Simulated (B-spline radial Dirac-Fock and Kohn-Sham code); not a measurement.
ΔSCF core binding energies without Breit or QED terms, calculated with a radial finite-basis atomic code.

A sound run for the K atom, [Ar] 4s1: The ground state converged in 10 iterations, with total energy -601.52594 Ha, virial ratio 1.99214 and highest orbital energy -4.03 eV. ΔSCF binding energies: K (1s) 3618.0 eV, L3 (2p3/2) 300.5 eV. Holes are computed only in closed shells, and unreliable hole states are left out.

A second run, with one unsound setting: The ground state converged in 12 iterations, with total energy -715.38979 Ha, virial ratio 1.16388 and highest orbital energy -2.62 eV. ΔSCF binding energies: K (1s) 774.1 eV, L3 (2p3/2) 371.0 eV. Holes are computed only in closed shells, and unreliable hole states are left out.

```
iter   energy (Ha)        error
   1     -622.50230902  6.63e+00
   2     -926.67457201  3.01e+00
   3     -702.20772813  2.24e+00
   4     -715.04080349  4.13e-01
   5     -715.36713245  1.66e-01
   6     -715.38825865  1.85e-02
   7     -715.38956758  8.21e-03
   8     -715.38978679  5.69e-04
   9     -715.38978927  1.27e-04
  12     -715.38978934  1.18e-07
```

Q: Which fault fits the second run best?
A. too few quadrature points
B. overfilled shell
C. unbound anion
D. speed of light below Z

A: D. The input had c_factor = 0.0601: c_factor makes c so small that Zα exceeds 1, so any numbers that come out have no meaning.
